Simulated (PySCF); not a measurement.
**Computed properties of Be(Cl)(SiH3) (BeClH3Si), SMILES [Be]([Cl])[SiH3]**

Be(Cl)(SiH3) (BeClH3Si), SMILES [Cl][Be][SiH3]. Geometry: PBE0-D3(BJ)/def2-TZVP. One conformer was computed; it need not be the lowest. All values are computed for the isolated molecule unless a solvent is named; none is compared with measurement here.

**Structure.** The optimised structure has C3v symmetry. All 12 harmonic modes at PBE0-D3(BJ)/def2-TZVP (PySCF) are real, so it is a minimum. With heavy atoms numbered as in [Be:1]([Cl:2])[SiH3:3], the shortest bond between them is Be1–Cl2 at 1.803 Å and the longest Be1–Si3 at 2.174 Å.

**Vibrations.** The strongest infrared lines (harmonic, unscaled, degenerate partners summed) lie at 862 cm⁻¹ (242 km/mol, H 91 %), 2206 cm⁻¹ (168 km/mol, H 96 %), 1000 cm⁻¹ (143 km/mol, Be 85 %, Cl 10 %). The softest mode is at 171 cm⁻¹ and the zero-point energy is 17.1 kcal/mol.

**Electronic structure.** CAM-B3LYP/def2-TZVPD (PySCF) places the frontier levels at -9.64 and -0.24 eV, a gap of 9.40 eV, and gives a dipole moment of 0.27 D and a mean polarisability of 61.3 bohr³.

**Excitations.** TDDFT-B3LYP/def2-SVPD (PySCF) has S1 at 5.93 eV (209 nm, f = 0.122, bright); the most intense of the 10 singlets computed lies at 7.53 eV (f = 0.31). Strengths of degenerate partners are summed. T1 (TDA) is at 4.73 eV. No vertical singlet excitation falls in the visible range (under 3.1 eV).

**NMR.** GIAO shifts at PBE0/pcSseg-2 (PySCF) (non-relativistic, atoms alike by connectivity averaged): ¹H at 3.2 ppm against TMS; ²⁹Si at -146.1 ppm against TMS. Without spin–orbit terms, shifts of atoms bonded to Cl or Br come out too high.
